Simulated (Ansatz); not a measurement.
Molecule: SF, net charge 0, doublet state. 
Structure (B3LYP-D3(BJ)/def2-TZVP (Ansatz, a first-principles code) minimum search):
```xyz
2

S      0.0000     0.0000    -0.5793
F      0.0000     0.0000     1.0299
```
Charge 0, spin multiplicity 2.

Basis-set convergence of Hartree-Fock and CCSD(T) correlation energies (hartree) with Ansatz. Cores are frozen in the correlated levels unless marked. Open shells are spin-unrestricted. Spin-orbit coupling is left out. Non-relativistic.

```json
[
 {"basis": "cc-pV(D+d)Z", "functions": "37", "E(HF)": "-496.91187", "E(corr, CCSD(T))": "-0.32049"},
 {"basis": "cc-pV(T+d)Z", "functions": "69", "E(HF)": "-496.96869", "E(corr, CCSD(T))": "-0.42931"},
 {"basis": "cc-pV(Q+d)Z", "functions": "119", "E(HF)": "-496.98246", "E(corr, CCSD(T))": "-0.46599"},
 {"basis": "cc-pV(5+d)Z", "functions": "191", "E(HF)": "-496.98576", "E(corr, CCSD(T))": "-0.47946"}
]
```

Extrapolating the two largest sets (X = 4 and 5) as X^-3: E(corr) = (125·(-0.47946) - 64·(-0.46599))/61 = -0.4936 Eh, an estimate of the basis-set limit. The largest set recovers 97.1 % of it, the smallest 64.9 %.
